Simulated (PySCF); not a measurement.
Deuteron quadrupole couplings in `COc1pcsc1OC`

Species: C5H7O2PS.
Numbering: `[CH3:1][O:2][c:3]1[p:4][cH:5][s:6][c:7]1[O:8][CH3:9]` (hydrogens: H10, H11, H12 on C1; H13 on C5; H14, H15, H16 on C9)

Cartesian coordinates in Å at the GFN2-xTB level; atoms count from 1:
```xyz
16
C5H7O2PS angstrom
C     -2.6641   -1.2119   -0.2746
O     -1.2711   -1.1967   -0.1114
C     -0.7063    0.0456   -0.1018
P     -1.6146    1.5651   -0.2829
C     -0.2189    2.5278   -0.1534
S      1.2951    1.7577    0.0640
C      0.6545    0.1499    0.0600
O      1.4492   -0.9312    0.2036
C      2.8210   -0.6892    0.3960
H     -3.1632   -0.6693    0.5382
H     -2.9634   -2.2581   -0.2577
H     -2.9556   -0.7576   -1.2301
H     -0.2089    3.6008   -0.2014
H      3.2892   -1.6664    0.4942
H      2.9966   -0.1018    1.3042
H      3.2529   -0.1558   -0.4582
```

Level: PBE0/pcSseg-1 (PySCF, non-relativistic); Q(2H) = 0.00286 b; rigid geometry, the same for H and D, with no vibrational averaging.

Question: Rank these positions by the coupling χzz of a deuteron there, largest first.
A. H13 (aromatic hydrogen)
B. H12 (methyl hydrogen)
C. H14 (methyl hydrogen)

Answer: A (233 kHz), C (205 kHz), B (192 kHz).

Q: Give the electric field gradient Vzz (the principal value of largest size), its asymmetry and the 2H coupling at each hydrogen.

A: 
```
atom  bonded to  bond length (Å)  Vzz (au)     η  χzz (kHz)
 H10         C1            1.097    0.2855  0.08        192
 H11         C1            1.088    0.3057  0.07        205
 H12         C1            1.097    0.2855  0.08        192
 H13         C5            1.074    0.3463  0.12        233
 H14         C9            1.088    0.3049  0.08        205
 H15         C9            1.096    0.2874  0.09        193
 H16         C9            1.096    0.2872  0.09        193
```

Q: A static deuteron (I = 1) shows a doublet split by (3/2)χ, (3/4)χ(1 + η) and (3/4)χ(1 − η) with the field along z, y and x of the gradient. What are these for H15?

A: With |χ| = 193.1 kHz and η = 0.085: 290, 157 and 132 kHz, to first order and without motion.

One conformer (not necessarily the lowest) at the GFN2-xTB geometry, without solvent, vibrations or thermal averaging. GFN2-xTB bond lengths can be off by several hundredths of an ångström, more for odd bonds, and the gradients follow them. The basis is small and wasn't made for field gradients, so the couplings can be 20 % off.
